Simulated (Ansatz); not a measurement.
```xyz
10

C    -1.660    0.000   -0.894
In    0.194    0.811   -0.171
C     1.532   -0.472    0.986
F     0.997   -1.751    1.134
H    -2.500    0.580   -0.505
H    -1.694    0.058   -1.984
H    -1.771   -1.039   -0.588
H     0.684    2.448   -0.465
H     1.708   -0.064    1.987
H     2.509   -0.571    0.500
```

The species carries charge 0 and has multiplicity 1. In takes the def2 core potential.

(1) List the ωB97M-V/def2-TZVPP orbital energies in eV (Ansatz). (Best estimate.)

Results:

(1) The calculation gave: Occupied: -676.80, -282.92, -280.98, -130.93, -87.43, -87.08, -87.05, -35.61, -23.98, -23.74, -23.70, -23.70, -23.65, -21.43, -21.21, -15.83, -15.75, -15.12, -13.57, -13.45, -13.06, -11.99, -9.93, -9.28. Lowest empty: -0.02, 1.27, 1.55, 2.17, 2.67, 3.47, 4.33, 4.86.
